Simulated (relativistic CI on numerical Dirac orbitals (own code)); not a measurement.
# Os XIII: sensitivity of the levels to the model

Base calculation: Dirac-Coulomb-Breit CI, separate exchange-only KLI orbitals for each configuration, a model potential for QED, unscaled Slater integrals.

Configuration list (outside the closed core [Kr] 4d10): 4f¹⁴5s²5p², 4f¹³5s²5p³, 4f¹⁴5s5p³, 4f¹⁴5s²5p5d, 4f¹⁴5s5p²5d, 4f¹⁴5s²5p5f, 4f¹³5s²5p²5d, 4f¹⁴5s²5p5g, 4f¹⁴5s²5p6s, 4f¹⁴5s5p²5f, 4f¹⁴5p³5d, 4f¹⁴5s²5p6p, 4f¹³5s²5p²6s, 4f¹⁴5s5p²5g, 4f¹⁴5s5p5d², 4f¹⁴5s²5d6p, 4f¹⁴5s²5d5f, 4f¹³5s²5p²6p, 4f¹³5s²5p²5f, 4f¹⁴5s²5p6d, 4f¹⁴5p⁴, 4f¹³5p⁵, 4f¹³5p⁴5d, 4f¹⁴5s²5d², 4f¹⁴5s5d³, 4f¹³5s²5d³, 4f¹⁴5p²5d², 4f¹³5p³5d², 4f¹⁴5p5d³, 4f¹⁴5p5d²5f, 4f¹³5p²5d³, 4f¹⁴5s²5f², 4f¹⁴5s5d5f², 4f¹³5s²5d5f², 4f¹⁴5s²5d6s, 4f¹⁴5s5d²6s, 4f¹³5s²5d²6s. Double excitations out of closed p, d and f shells are left out; levels of such configurations are missing from the list, as are those of other unlisted configurations, and high levels can miss mixing partners. Some configurations lack a partner that the ground configuration has and come out too high, among them 4f¹³5s²5p²6s, 4f¹³5s²5p²6p, 4f¹³5s²5p²5f, 4f¹⁴5s5p²5f, 4f¹⁴5s5p²5g.

Variants: (1) one mean potential for all configurations. Shifts of the energy above 4f¹⁴5s²5p² ³P0, in cm⁻¹, for the lowest level and the first level of each name with at least 55 % of one term (blank where a level changes its place among those of its configuration and J or its character, or is not in the variant):

| Level | Base | Δ(1) |
| --- | --- | --- |
| 4f¹⁴5s²5p² ³P0 | 0 | 0 |
| 4f¹⁴5s²5p² ³P1 | 108520 | -175 |
| 4f¹⁴5s²5p² ¹D2 | 121682 | -110 |
| 4f¹³5s²5p³ ³D1 | 223778 | +6513 |
| 4f¹⁴5s²5p² ¹S0 | 275111 | -470 |
| 4f¹³5s²5p³ ⁵F1 | 341236 | +7640 |
| 4f¹³5s²5p³ ³H6 | 342924 | +7165 |
| 4f¹³5s²5p³ ¹P1 | 344564 | +7226 |
| 4f¹³5s²5p³ ³P1 | 371218 | +7858 |
| 4f¹³5s²5p³ ³P0 | 373412 | +7828 |
| 4f¹⁴5s5p³ ³D°3 | 503837 | -1507 |
| 4f¹⁴5s5p³ ³P°0 | 532517 | -1328 |
| 4f¹⁴5s²5p5d ³F°3 | 589448 | -1421 |

At this charge transitions that keep the count of f electrons are usually good to a few per cent. Levels and lines within the n = 5 or 6 shells can be off by up to 10 % or somewhat more, and those that change n by about 2 %, since core polarisation is missing. Levels that differ in their count of f electrons can be misplaced by several ten thousand cm⁻¹, since the correlation energy of f electrons is missing or only estimated; rates across such gaps can be off by orders of magnitude.

Ionisation energy from one configuration of each of the two ions, the ground ones as tabulated or assumed: base 277.363 eV. The NIST ASD value (theoretical) is 269 ± 14 eV.

LS names give the leading component of a level, which can be under half, so a name can repeat, a term be missing and a line seem to break the LS rules.
